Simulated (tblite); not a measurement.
Compound: C15H12OSi.
Bonds: O1–C2 (double), C2–C3, C3–C4 (aromatic), C4–C5 (aromatic), C5–C6 (aromatic), C6–C7 (aromatic), C7–C8 (aromatic), C8–C9 (aromatic), C9–C10 (aromatic), C10–Si11, C10–C12 (aromatic), C12–C13 (aromatic), C13–C14 (aromatic), C14–C15 (aromatic), C15–C16 (aromatic), C16–C17 (aromatic), C3–C17 (aromatic), C4–C9 (aromatic), C12–C17 (aromatic). Hydrogens: H18 on C2; H19 on C5; H20 on C6; H21 on C7; H22 on C8; H23, H24, H25 on Si11; H26 on C13; H27 on C14; H28 on C15; H29 on C16.

A start from a force field or distance geometry was refined with GFN2-xTB geometry optimisation, gas phase (tblite 0.8.0). Values at the start:

```csv
coordinate,start
O1=C2,1.234 Å
C2–C3,1.473 Å
C2–H18,1.100 Å
C3–C4,1.430 Å
C4–C5,1.432 Å
C4–C9,1.404 Å
C5–C6,1.394 Å
C5–H19,1.085 Å
C6–C7,1.379 Å
C7–C8,1.400 Å
C7–H21,1.092 Å
C8–C9,1.428 Å
C8–H22,1.088 Å
C9–C10,1.444 Å
C10–Si11,1.936 Å
C13–C14,1.407 Å
O1–C2–C3,123.2°
C4–C3–C17,122.7°
C4–C9–C8,116.7°
C4–C9–C10,119.2°
C5–C6–C7,118.8°
C7–C8–C9,123.3°
C8–C9–C10,124.1°
C9–C10–C12,121.0°
O1–C2–C3–C4,-59°
```

Task: How do these coordinates change at the GFN2-xTB level?

Result: 
| coordinate | GFN2-xTB (Å or °) | change |
| --- | --- | --- |
| C13–C14 | 1.361 | -0.046 |
| C9–C10 | 1.405 | -0.039 |
| C7–C8 | 1.361 | -0.039 |
| C10–Si11 | 1.900 | -0.036 |
| C5–C6 | 1.362 | -0.032 |
| C4–C9 | 1.433 | +0.029 |
| C6–C7 | 1.406 | +0.027 |
| O1=C2 | 1.208 | -0.026 |
| C3–C4 | 1.413 | -0.017 |
| C4–C5 | 1.418 | -0.014 |
| C7–H21 | 1.080 | -0.012 |
| C8–H22 | 1.079 | -0.009 |
| C8–C9 | 1.419 | -0.009 |
| C2–H18 | 1.108 | +0.008 |
| C5–H19 | 1.077 | -0.008 |
| C2–C3 | 1.466 | -0.007 |
| O1–C2–C3 | 127.1 | +3.9 |
| C8–C9–C10 | 121.2 | -2.9 |
| C4–C3–C17 | 119.8 | -2.9 |
| C9–C10–C12 | 118.8 | -2.2 |
| C4–C9–C10 | 120.9 | +1.7 |
| C5–C6–C7 | 120.2 | +1.4 |
| C7–C8–C9 | 121.9 | -1.4 |
| C4–C9–C8 | 117.9 | +1.2 |
| O1–C2–C3–C4 | -34 | +25 |

The energy falls by 11.9 kcal/mol over 116 L-BFGS steps, the largest force on an atom goes from 2.48 to 0.010 eV/Å, and the atoms move by 0.219 Å rms after alignment. The bond that changes most is C13–C14 (both ends aromatic CH carbon), which shortens by 0.046 Å. Bonds longer at the end by more than 0.005 Å: 5 of 31; shorter: 24. Among the dihedrals that turn most is O1–C2–C3–C4, from -59° to -34°. Rotational constants go from 562.7, 426.1, 245.2 to 565.8, 441.5, 251.5 MHz.

The run took 1.8 s wall on one thread of an Arm Neoverse V2, shared host.

Its GFN2-xTB frequencies are all real (lowest 36 cm⁻¹). One conformer, not necessarily the lowest.

All values are computed, not measured.
